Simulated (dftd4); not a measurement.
ClK (SMILES [Cl][K]), singlet, geometry from GFN2-xTB (such geometries of metal compounds can be far from the true shape); D4 for hf (dftd4 4.2.0).

Input for dftd4:
```
$ dftd4 mol.xyz --func hf --charge 0 --json dftd4.json --noedisp --property

# file mol.xyz
2

K     -0.00000000    -0.00000000    -1.21784993
Cl     0.00000000     0.00000000     1.36112639
```

**Question.** Write the output that dftd4 gives for this input, abridged.

**Answer.** 
```
                    ____  _____ _____     ____  _  _
      -------------|  _ \|  ___|_   _|---|  _ \| || |------------
     |             | | | | |_    | | ___ | | | | || |_           |
     |             | |_| |  _|   | ||___|| |_| |__   _|          |
     |             |____/|_|     |_|     |____/   |_|            |
     |             ===================================           |
     |            E. Caldeweyher, S. Ehlert & S. Grimme          |
     |          Mulliken Center for Theoretical Chemistry        |
     |                    University of Bonn                     |
      -----------------------------------------------------------

Rational (Becke-Johnson) damping: hf-D4-ATM
---------------------
  s6         1.0000
  s8         1.6168
  s9         1.0000
  a1         0.4496
  a2         3.3574
 alp        16.0000
--------------------

Atomic data, radii in Ångström:
------------------------------------------------------
   Z          R(cov)      r4/r2   hardness         EN
------------------------------------------------------
  19 K        2.3467     4.2216     0.1711     0.8200
  17 Cl       1.3200     1.9735     0.4312     3.1600
------------------------------------------------------

Atomic reference systems (in atomic units):
----------------------------------------------------------------------------
   Z        #      CN     q+Z       C6(AA)   #      CN     q+Z       C6(AA)
----------------------------------------------------------------------------
  19 K      1  0.0000 19.0000    5674.3167   2  0.7739 19.4438     161.9047
            3 11.4500 19.3040      63.0344
  17 Cl     1  0.0000 17.0000      92.6806   2  0.8444 16.8495     101.8771
----------------------------------------------------------------------------

Atomic properties (in atomic units):
----------------------------------------------------------------------------
     #    Z              CN          q      C6(AA)        C8(AA)   alpha(0)
----------------------------------------------------------------------------
     1   19 K        0.6753     0.6641    269.0689    51372.6826    61.1697
     2   17 Cl       0.6753    -0.6641    119.1800     4972.6149    16.6830
----------------------------------------------------------------------------

Molecular properties (in atomic units):
----------------------------------------
 molecular C6                 657.3358
 molecular C8               80362.2356
----------------------------------------

Dispersion energy:      -2.3378017686378E-03 Eh

[Info] JSON dump of results written to 'dftd4.json'
```
